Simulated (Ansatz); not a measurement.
System: CrBr (charge 0, sextet). The spin state was set by rule; other spins were not relaxed. SMILES: [Br][Cr]
Structure (B3LYP-D3(BJ)/def2-TZVP (Ansatz, a first-principles code) minimum search):
```xyz
2

Cr     0.0000     0.0000    -1.4049
Br     0.0000     0.0000     0.9634
```
Charge 0, spin multiplicity 6.

Quantity: atomisation energy (electronic, to ground-state atoms), in kcal/mol. Valence correlation only, unless marked. Open shells are spin-unrestricted. Spin-orbit coupling is left out. Frozen are the shells of the preceding noble gas and the d and f shells that filled before the atom's block. Non-relativistic. The coupled-cluster limit lacks core correlation, which all-electron functionals hold. Basis-set limits of correlation are two-point, X^-3; Hartree-Fock from the larger set.

```tsv
level	program	atomisation energy (kcal/mol)
PBE0-D3(BJ)/def2-TZVP	Ansatz + dftd3	77.1
CAM-B3LYP/def2-TZVPD	Ansatz	79.2
LC-wPBE-D3(BJ)/def2-TZVPD	Ansatz + dftd3	80.5
MP2/CBS(def2-TZVPPD,def2-QZVPPD)	Ansatz	82.7
```

Problem. Estimate the value at CCSD(T)/CBS(def2-TZVPPD,def2-QZVPPD) as computed with Ansatz.

Solution. 82.0 kcal/mol, so MP2/CBS(def2-TZVPPD,def2-QZVPPD) differs from it by 0.7 kcal/mol.
